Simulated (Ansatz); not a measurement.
Species: TlI, charge -1, multiplicity 2. 
Structure (B3LYP-D3(BJ)/def2-TZVP (Ansatz, a program for electronic structure) minimum search):
```xyz
2

Tl     0.0000     0.0000    -1.2461
I      0.0000     0.0000     1.9044
```
Charge -1, spin multiplicity 2.

Parts of the frozen-core correlation energy in def2-SVP (Ansatz, hartree). Frozen orbitals: 18; correlated occupied orbitals by spin: 6 and 5; virtual: 28 and 29. Open shells are spin-unrestricted. No spin-orbit coupling. Past Kr the def2 sets carry scalar-relativistic core potentials.

| term | value |
|---|---|
| reference (HF) | -468.26205 |
| MP2 opposite-spin | ? |
| MP2 same-spin | ? |
| CCSD correlation | ? |
| (T) | -0.00247 |
| CCSDT minus CCSD(T) | -0.00039 |
| T1 diagnostic | 0.011 |
| largest doubles amplitude | 0.052 |
| <S^2> of the reference | 0.758 |

Question: Complete the blanks.

Answer: 
- MP2 opposite-spin, value: -0.09526
- MP2 same-spin, value: -0.03300
- CCSD correlation, value: -0.14627
